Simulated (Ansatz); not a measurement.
Reactions of C7H10 (`CC1(C)C=CC=C1`).

Program: Ansatz. Geometries: PBE0-D4/def2-TZVP. ΔE: electronic, gas phase. CBS: MP2 limit from def2 TZ/QZ plus the TZ coupled-cluster correction, frozen cores. Functionals use def2-TZVPP. B3LYP here is the variant with VWN-RPA as its local correlation; programs differ in this. Elements past krypton have def2 core potentials. For Cd, Se outer-core shells are correlated without core-valence functions, which leaves a few kJ/mol of doubt a bond. Scalar relativity is left out up to krypton. Each species was taken in one conformer, which may not be the lowest.

```json
{"reaction": "`CC1(C)C=CC=C1` + `[F][Cd][SH]` → `C[S][Cd][F]` + `CC1C=CC=C1`", "HF/CBS(def2) (eV)": "0.27", "MP2/CBS(def2) (eV)": "0.34", "PBE-D4 (eV)": "0.22", "B3LYP-D4 (eV)": "0.25"}
{"reaction": "`CC1(C)C=CC=C1` + `N[Si](Cl)(Cl)Cl` → `CN[Si](Cl)(Cl)Cl` + `CC1C=CC=C1`", "HF/CBS(def2) (eV)": "0.32", "MP2/CBS(def2) (eV)": "0.49", "PBE-D4 (eV)": "0.35", "B3LYP-D4 (eV)": "0.35"}
{"reaction": "`CC1(C)C=CC=C1` + `NC=[Se]` → `CNC=[Se]` + `CC1C=CC=C1`", "HF/CBS(def2) (eV)": "0.14", "MP2/CBS(def2) (eV)": "0.23", "PBE-D4 (eV)": "0.15", "B3LYP-D4 (eV)": "0.16"}
{"reaction": "`CC1(C)C=CC=C1` + `O[SiH](F)S` → `CO[SiH](F)S` + `CC1C=CC=C1`", "HF/CBS(def2) (eV)": "0.46", "MP2/CBS(def2) (eV)": "0.79", "PBE-D4 (eV)": "0.61", "B3LYP-D4 (eV)": "0.57"}
```

Give the CCSD(T)/CBS values in the same order. (Best estimate.)

Computed: 0.33, 0.44, 0.20, 0.69 eV.

Largest T1 diagnostic: 0.017, for `NC=[Se]`.
